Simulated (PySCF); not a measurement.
Si(Me)(OMe) (C2H6OSi), SMILES CO[Si]C (connectivity only; charge and spin as stated), neutral, multiplicity 1.

Geometry: PBE0-D3(BJ)/def2-SVP. The values are those of a single conformer.

Level of theory: PBE0-D3(BJ)/def2-SVP (PySCF).

Frequencies are harmonic and unscaled.

Give all harmonic wavenumbers and intensities. (The exact figures need the calculation; the answer reports its results.)


```csv
mode,ν (cm⁻¹),IR (km/mol),moving atoms (share of kinetic energy)
1,54,0.3,H 97 %
2,118,0.0,H 97 %
3,199,6.7,"O 52 %, H 19 %, Si 18 %, C 11 %"
4,213,2.3,"C 61 %, H 32 %"
5,341,8.6,"O 41 %, H 27 %, Si 18 %, C 14 %"
6,553,0.3,"H 83 %, C 15 %"
7,632,52.6,"C 48 %, Si 33 %, H 18 %"
8,708,58.5,"H 33 %, O 29 %, C 20 %, Si 18 %"
9,774,56.0,"H 42 %, Si 30 %, C 23 %"
10,1162,118.0,"H 44 %, C 28 %, O 26 %"
11,1175,2.3,"H 76 %, C 19 %"
12,1211,144.9,"O 37 %, H 33 %, C 27 %"
13,1226,42.0,"H 78 %, C 21 %"
14,1404,8.5,H 96 %
15,1423,13.6,H 95 %
16,1465,3.4,"H 88 %, C 9 %"
17,1473,1.1,H 97 %
18,1475,15.6,H 96 %
19,3025,0.7,H 97 %
20,3033,58.3,H 98 %
21,3121,5.4,"H 91 %, C 9 %"
22,3127,25.4,"H 90 %, C 10 %"
23,3129,21.2,"H 90 %, C 10 %"
24,3150,4.5,"H 91 %, C 9 %"
```
